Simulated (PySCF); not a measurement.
**Frontier orbitals and the lowest excitations**

C₄H₁₄Si₃.
Cartesian coordinates in Å at the PBE0-D3(BJ)/def2-SVP level; atoms count from 1:
```
atom  x, y, z in Å
C1     0.9607   -0.6348   -1.4433
C2     0.9020   -0.1724   -0.1847
C3     2.1402   -0.1362    0.6672
C4    -0.3962    0.2967    0.4596
Si5   -0.1614    1.6455    1.7828
Si6   -1.6388    0.9873   -0.8039
Si7   -1.1889   -1.2146    1.2997
H8     1.9064   -0.9853   -1.8639
H9     0.0833   -0.6928   -2.0925
H10    1.9921   -0.6829    1.6127
H11    2.9979   -0.5801    0.1440
H12    2.4108    0.8994    0.9357
H13    0.6187    2.7970    1.2326
H14   -1.5044    2.1359    2.2135
H15    0.5489    1.1211    2.9900
H16   -2.0917   -0.0542   -1.7757
H17   -1.0178    2.1174   -1.5589
H18   -2.8496    1.4799   -0.0789
H19   -0.1879   -1.8900    2.1810
H20   -1.6589   -2.1834    0.2643
H21   -2.3545   -0.7952    2.1398
```

Method: TDDFT CAM-B3LYP/def2-SVPD, vertical, gas phase, core orbitals frozen in the response in PySCF.

Kohn–Sham orbitals with the atoms that hold most of them (Löwdin shares over 4%, at most four atoms; ? is withheld):

```
orbital  ε (eV)                               atoms
 LUMO+2    1.17    Si5 17%, Si6 14%, Si7 13%, C4 8%
 LUMO+1    1.10    C1 13%, Si5 12%, Si6 10%, Si7 9%
   LUMO    0.84                                   ?
   HOMO       ?      C1 33%, C2 25%, C4 12%, Si7 6%
 HOMO-1   -9.78                                   ?
 HOMO-2  -10.44   C4 17%, Si6 14%, H17 13%, Si7 13%
 HOMO-3  -10.70  Si6 16%, Si5 14%, H16 11%, Si7 10%
```

Question: Give the leading atoms of the LUMO.

Answer: C1 (bonded to C and 2 H) 18%; C2 (bonded to 3 C) 16%; Si7 (bonded to C and 3 H) 13%; Si5 (bonded to C and 3 H) 5%. By element: carbon 34% or more, silicon 19% or more.

Question: Which atoms hold the HOMO-1, and with what shares?

Answer: C4 (bonded to C and 3 Si) 31%; Si6 (bonded to C and 3 H) 14%; Si5 (bonded to C and 3 H) 13%; H16 (bonded to Si) 6%. By element: carbon 31% or more, silicon 27% or more, hydrogen 6% or more.

Question: What is the HOMO energy, and the HOMO–LUMO gap?

Answer: ε(HOMO) = -8.35 eV; the gap is 9.19 eV (0.3379 hartree).

Question: How does S1 compare with the orbital gap of 9.19 eV?

Answer: S1 is at 6.42 eV (f = 0.200), 2.78 eV below the gap, made of HOMO→LUMO (91%). Without the coupling terms of the response equations the lowest excitation would equal the gap.

Question: One configuration dominates each of S1 and S6. Which, and how do the shares of the two leading atoms of either orbital change from the occupied to the empty one?

Answer: 
- S1 (6.42 eV, f 0.200), HOMO→LUMO (91%): C1 33% → 18%, C2 25% → 16%
- S6 (7.26 eV, f 0.0041), HOMO-1→LUMO (79%): C4 31% → at most 6%, Si6 14% → at most 6%, C1 at most 7% → 18%, C2 at most 7% → 16%
